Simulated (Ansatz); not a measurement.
Species: CH₆NSi (charge -1, singlet). It need not be the lowest isomer of its formula. Whether it binds its extra electron was not tested at this geometry. 
Structure (B3LYP-D3(BJ)/def2-TZVP (Ansatz, a first-principles code) minimum search):
SMILES: [SiH2-]NC
```xyz
9

C     -1.6537     0.1844    -0.0913
N     -0.4216    -0.5052    -0.3929
Si     1.1172     0.1170     0.3938
H     -1.7628     1.1870    -0.5538
H     -1.7121     0.3423     0.9916
H     -2.5417    -0.3978    -0.3888
H     -0.3432    -0.6529    -1.3920
H      2.0565    -0.9228    -0.2535
H      1.5358     1.2355    -0.6191
```
Charge -1, spin multiplicity 1.

Basis-set convergence of Hartree-Fock and CCSD(T) correlation energies (hartree) with Ansatz. Cores are frozen in the correlated levels unless marked. No spin-orbit coupling. No relativistic terms.

| basis | functions | E(HF) | E(corr, CCSD(T)) |
|---|---|---|---|
| aug-cc-pV(D+d)Z | 132 | -384.72334 | -0.52338 |
| aug-cc-pV(T+d)Z | 285 | -384.75950 | -0.61083 |
| aug-cc-pV(Q+d)Z | 525 | -384.76822 | -0.63560 |

Extrapolating the two largest sets (X = 3 and 4) as X^-3: E(corr) = (64·(-0.63560) - 27·(-0.61083))/37 = -0.6537 Eh, an estimate of the basis-set limit. The largest set recovers 97.2 % of it, the smallest 80.1 %.
